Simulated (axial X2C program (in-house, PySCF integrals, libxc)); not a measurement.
**NiH⁻: from the spin-free to the two-component result**

Computed with an in-house relativistic program for diatomic molecules. Spin-free means the one-electron spin-free X2C Hamiltonian; two-component (2c) means X2C with spin–orbit coupling and atomic mean-field two-electron Coulomb and Gaunt terms, so the difference of the two also holds small scalar two-electron terms. Basis: Ni dyall-av3z [10s10p7d3f2g], H dyall-av3z [7s3p2d] (cores contracted in-house); Gaussian nuclei, density fitting, unrestricted open shells. Masses: Ni 57.935 u, H 1.008 u.

Spin-free state: M_S = 1, Λ = 2 (beyond evenly filled blocks: σα, δ+α, δ+β, δ-α); fragments Ni- + H.

```
level  Re (Å)  ωe (cm⁻¹)  De (eV)  μ (D)
 PBE0   1.524     1663.2    2.157   3.48
 TPSS   1.527     1672.2    2.300   3.16
B97-3   1.537     1595.7    2.002   3.63
```

Dipoles are positive if H is the positive end and refer to the centre of mass.

Two-component determinant lowest at the distance of the search:

Ω = 3 (⟨Sz⟩ = 1.00, ⟨Lz⟩ = 2.00 at PBE0); fragments Ni- + H.

```
level  Re (Å)  ωe (cm⁻¹)  μ (D)
 PBE0   1.523     1662.7   3.49
 TPSS   1.527     1672.1   3.17
B97-3   1.537     1595.3   3.64
```

From the two tables, how do the constants change at the PBE0 level (2c against spin-free)?

At the PBE0 level Re is unchanged within 0.001 Å and ωe falls by 0.5 cm⁻¹.

One determinant describes the state; a PBE0 search over occupations chose it and may have missed a lower one. Dissociation energies refer to the lowest single-determinant-based atoms at the same level and basis. De is not given where an atomic determinant may have missed its ground term or J level, or where the truncated virtual space spoils (T). Density functionals use the spin component along the axis (collinear). The highest occupied level is positive at some bond lengths even in Hartree–Fock (under at least one Hamiltonian), so the basis set holds the extra electron there; where that holds at Re the anion is at best weakly bound and its constants depend on the basis. Other states lie close and PBE0, whose exact exchange favours high spin, may order them wrongly; the determinant shown need not be the ground state. The nearest other spin-free determinant of the search, M_S = 1, Λ = 1, lies 0.04 eV up at the distance of the search. Without a current term, density functionals place determinants with orbital angular momentum somewhat too high. With several unpaired electrons one determinant need not be a pure state. A state of lower Ω lies just above, and one determinant can place such states too high, so the state shown need not be the lowest. The search has Ω = 2 only 0.07 eV up. At some level and bond length an empty orbital lies below a filled one.
